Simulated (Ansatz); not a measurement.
Ansatz (a first-principles code) input file for trimethylsulfonium (C3H9S), SMILES C[S+](C)C, charge +1, B3LYP-D3(BJ)/def2-SVP. 

Ansatz 0.2 input:
```yaml
crystal:
  periodic: [false, false, false]
  atoms:
    - {symbol: C, position_ang: [-0.33918520, 1.59006570, -0.03265889]}
    - {symbol: S, position_ang: [-0.12998797, -0.11601070, 0.53253825]}
    - {symbol: C, position_ang: [1.57033303, -0.42149905, -0.00497549]}
    - {symbol: C, position_ang: [-1.03532323, -0.99369297, -0.76517177]}
    - {symbol: H, position_ang: [-0.06126615, 1.68917657, -1.07749557]}
    - {symbol: H, position_ang: [0.28326776, 2.23339306, 0.58346938]}
    - {symbol: H, position_ang: [-1.37937847, 1.87186340, 0.10713928]}
    - {symbol: H, position_ang: [1.69804525, -0.16555989, -1.05231920]}
    - {symbol: H, position_ang: [1.79603349, -1.47249070, 0.15425508]}
    - {symbol: H, position_ang: [2.23663286, 0.17654173, 0.61079832]}
    - {symbol: H, position_ang: [-0.70163680, -0.68115374, -1.74992062]}
    - {symbol: H, position_ang: [-0.87205063, -2.06012058, -0.63523948]}
    - {symbol: H, position_ang: [-2.09478757, -0.78472074, -0.64446235]}
basis:
  gaussian:
    orbitals: def2-SVP
hamiltonian:
  xc: b3lyp
  dispersion: d3bj
total_charge: 1
relax: {f_tol: 0.002, max_steps: 200}
```

Log of the run:

```
WARN ansatz: RAYON_NUM_THREADS=2 ignored (pool sized by the plan → 2); use --threads N
Functional definition: B3LYP
integrals: 0.06 GiB planned
1166 factors; integrals over basis functions are off by at most 3.5e-4 eV
mean field: 0.43 GiB planned
mean field evaluation 1: about -14066.6795 eV, gradient 7.8e1 eV
mean field evaluation 2: about -14060.8517 eV, gradient 8.7e1 eV
mean field evaluation 4: about -14080.9944 eV, gradient 1.9e0 eV
mean field evaluation 8: about -14081.0307 eV, gradient 8.5e-2 eV
mean field -14081.03069203 eV, -517.4683334667 hartree, gradient 1.1e-5 eV, S^2 0.000000; 0 other end points of the search recorded, 0 dependent functions left out
the calculation of the forces begins
reference -14081.03093720 eV, -517.4683424765 hartree; 21, 21 occupied and 84, 84 virtual orbitals, 1166 factors
relax step   1: F+E_penalty+E_count = -14081.50998179 eV  Δ(F+E_penalty+E_count) = +0.000e0 eV  max|allowed force component| = 4.502e-1 eV/Å  Δτ_max = 0.0000 Å  (24 SCF iters, accepted)
these checks for a lower state are left out or cut short: starts, cluster_reference, orbital_swaps, neighbouring_geometries, increment
integrals: 0.06 GiB planned
1166 factors; integrals over basis functions are off by at most 3.7e-4 eV
mean field: 0.43 GiB planned
mean field evaluation 16: about -14080.9981 eV, gradient 5.1e0 eV
mean field -14081.08665697 eV, -517.4703901402 hartree, gradient 4.8e-6 eV, S^2 0.000000; 0 other end points of the search recorded, 0 dependent functions left out
the calculation of the forces begins
reference -14081.08690452 eV, -517.4703992376 hartree; 21, 21 occupied and 84, 84 virtual orbitals, 1166 factors
relax step   2: F+E_penalty+E_count = -14081.55815775 eV  Δ(F+E_penalty+E_count) = -4.818e-2 eV  max|allowed force component| = 3.554e-1 eV/Å  Δτ_max = 0.0808 Å  (27 SCF iters, accepted)
these checks for a lower state are left out or cut short: starts, cluster_reference, orbital_swaps, neighbouring_geometries, increment
integrals: 0.06 GiB planned
1166 factors; integrals over basis functions are off by at most 3.7e-4 eV
mean field: 0.43 GiB planned
mean field -14081.09160042 eV, -517.4705718089 hartree, gradient 5.2e-6 eV, S^2 0.000000; 0 other end points of the search recorded, 0 dependent functions left out
the calculation of the forces begins
reference -14081.09184828 eV, -517.4705809173 hartree; 21, 21 occupied and 84, 84 virtual orbitals, 1166 factors
relax step   3: F+E_penalty+E_count = -14081.56501809 eV  Δ(F+E_penalty+E_count) = -6.860e-3 eV  max|allowed force component| = 4.000e-2 eV/Å  Δτ_max = 0.0168 Å  (26 SCF iters, accepted)
these checks for a lower state are left out or cut short: starts, cluster_reference, orbital_swaps, neighbouring_geometries, increment
integrals: 0.06 GiB planned
1166 factors; integrals over basis functions are off by at most 3.7e-4 eV
mean field: 0.43 GiB planned
mean field evaluation 32: about -14081.0917 eV, gradient 2.9e-5 eV
mean field -14081.09173025 eV, -517.4705765801 hartree, gradient 5.0e-5 eV, S^2 0.000000; 0 other end points of the search recorded, 0 dependent functions left out
the calculation of the forces begins
reference -14081.09197817 eV, -517.4705856907 hartree; 21, 21 occupied and 84, 84 virtual orbitals, 1166 factors
relax step   4: F+E_penalty+E_count = -14081.56508585 eV  Δ(F+E_penalty+E_count) = -6.776e-5 eV  max|allowed force component| = 1.636e-2 eV/Å  Δτ_max = 0.0020 Å  (18 SCF iters, accepted)
these checks for a lower state are left out or cut short: starts, cluster_reference, orbital_swaps, neighbouring_geometries, increment
integrals: 0.06 GiB planned
1166 factors; integrals over basis functions are off by at most 3.7e-4 eV
mean field: 0.43 GiB planned
mean field -14081.09186141 eV, -517.4705813998 hartree, gradient 4.7e-5 eV, S^2 0.000000; 0 other end points of the search recorded, 0 dependent functions left out
the calculation of the forces begins
reference -14081.09210935 eV, -517.4705905116 hartree; 21, 21 occupied and 84, 84 virtual orbitals, 1166 factors
relax step   5: F+E_penalty+E_count = -14081.56510555 eV  Δ(F+E_penalty+E_count) = -1.970e-5 eV  max|allowed force component| = 2.899e-3 eV/Å  Δτ_max = 0.0019 Å  (19 SCF iters, accepted)
these checks for a lower state are left out or cut short: starts, cluster_reference, orbital_swaps, neighbouring_geometries, increment
integrals: 0.06 GiB planned
1166 factors; integrals over basis functions are off by at most 3.7e-4 eV
mean field: 0.43 GiB planned
mean field -14081.09187890 eV, -517.4705820425 hartree, gradient 1.3e-5 eV, S^2 0.000000; 0 other end points of the search recorded, 0 dependent functions left out
the calculation of the forces begins
reference -14081.09212684 eV, -517.4705911544 hartree; 21, 21 occupied and 84, 84 virtual orbitals, 1166 factors
relax step   6: F+E_penalty+E_count = -14081.56510644 eV  Δ(F+E_penalty+E_count) = -8.874e-7 eV  max|allowed force component| = 2.809e-4 eV/Å  Δτ_max = 0.0006 Å  (18 SCF iters, accepted)
integrals: 0.06 GiB planned
1166 factors; integrals over basis functions are off by at most 3.7e-4 eV
mean field: 0.43 GiB planned
mean field -14081.09187890 eV, -517.4705820425 hartree, gradient 1.3e-5 eV, S^2 0.000000; 1 other end points of the search recorded, 0 dependent functions left out
the calculation of the forces begins
reference -14081.09212684 eV, -517.4705911544 hartree; 21, 21 occupied and 84, 84 virtual orbitals, 1166 factors
Total energy: -14081.56535438 eV, -517.4879819457 hartree
Atom 0 at    -0.345411     1.623049    -0.037644 Å, force    -0.000107     0.000073     0.000239 eV/Å
Atom 1 at    -0.113987    -0.102474     0.471492 Å, force    -0.000079    -0.000058     0.000264 eV/Å
Atom 2 at     1.603906    -0.428575    -0.010867 Å, force     0.000074    -0.000073     0.000281 eV/Å
Atom 3 at    -1.055150    -1.013177    -0.783503 Å, force    -0.000111    -0.000142     0.000183 eV/Å
Atom 4 at    -0.066808     1.750809    -1.092648 Å, force    -0.000023     0.000126    -0.000030 eV/Å
Atom 5 at     0.283354     2.240486     0.618616 Å, force     0.000118     0.000029    -0.000117 eV/Å
Atom 6 at    -1.403195     1.869627     0.128321 Å, force    -0.000048    -0.000018    -0.000156 eV/Å
Atom 7 at     1.759316    -0.172002    -1.067749 Å, force     0.000132     0.000017    -0.000033 eV/Å
Atom 8 at     1.794034    -1.495033     0.172895 Å, force    -0.000015    -0.000042    -0.000227 eV/Å
Atom 9 at     2.244097     0.177351     0.645075 Å, force     0.000047     0.000077    -0.000098 eV/Å
Atom 10 at    -0.732122    -0.718962    -1.791508 Å, force    -0.000048    -0.000109    -0.000094 eV/Å
Atom 11 at    -0.880276    -2.083128    -0.604968 Å, force     0.000070    -0.000030    -0.000071 eV/Å
Atom 12 at    -2.117063    -0.782180    -0.621555 Å, force    -0.000009     0.000151    -0.000142 eV/Å
Dipole moment:     0.044061     0.039498    -0.181514 e Å
```

Self-consistency was reached.
